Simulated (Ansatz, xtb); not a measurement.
**Relaxing a trial structure of FGeH3Si2**

The starting geometry of this gas-phase singlet was built from a drawn formula by distance geometry and a force field; its bonds are those of `F[Si]1=[SiH][GeH2]1`.

```json
{"atom": "F", "x (Å)": "-1.6094", "y (Å)": "2.6209", "z (Å)": "1.4679"}
{"atom": "Ge", "x (Å)": "-0.7876", "y (Å)": "1.7015", "z (Å)": "-2.1420"}
{"atom": "Si", "x (Å)": "-0.9962", "y (Å)": "1.8271", "z (Å)": "0.1135"}
{"atom": "Si", "x (Å)": "0.1841", "y (Å)": "0.3041", "z (Å)": "-0.7091"}
{"atom": "H", "x (Å)": "1.0738", "y (Å)": "-0.8697", "z (Å)": "-0.4862"}
{"atom": "H", "x (Å)": "0.1648", "y (Å)": "2.7932", "z (Å)": "-2.7524"}
{"atom": "H", "x (Å)": "-2.0117", "y (Å)": "1.1271", "z (Å)": "-2.8772"}
```

Task: Where would you expect an optimisation with r2SCAN-D4/def2-SVP to take it?

Result: It keeps its bonds, and is `F[Si]1=[SiH][GeH2]1`.

The energy falls by 0.47 eV over 6 steps:

| step | E − E(last) (eV) |
| --- | --- |
| 1 | 0.474 |
| 2 | 0.045 |
| 3 | 0.006 |
| 4 | 0.003 |
| 5 | 0.000 |
| 6 | 0.000 |

Final geometry (Å):

| atom | x (Å) | y (Å) | z (Å) |
| --- | --- | --- | --- |
| F | -1.6099 | 2.5879 | 1.4710 |
| Ge | -0.8083 | 1.7470 | -2.1255 |
| Si | -0.9655 | 1.8105 | 0.1987 |
| Si | 0.2236 | 0.2394 | -0.5558 |
| H | 1.1300 | -0.9423 | -0.4175 |
| H | 0.0223 | 2.7774 | -2.9261 |
| H | -1.9744 | 1.2843 | -3.0304 |

From the same start GFN2-xTB ends elsewhere, differing in Ge2–Si4 (4.41 against 2.41 Å here).

The end wasn't checked by frequencies. Run with Ansatz 0.2.0, 15 s on 1 thread of Intel(R) Xeon(R) Platinum 8488C (Sapphire Rapids) (shared host).
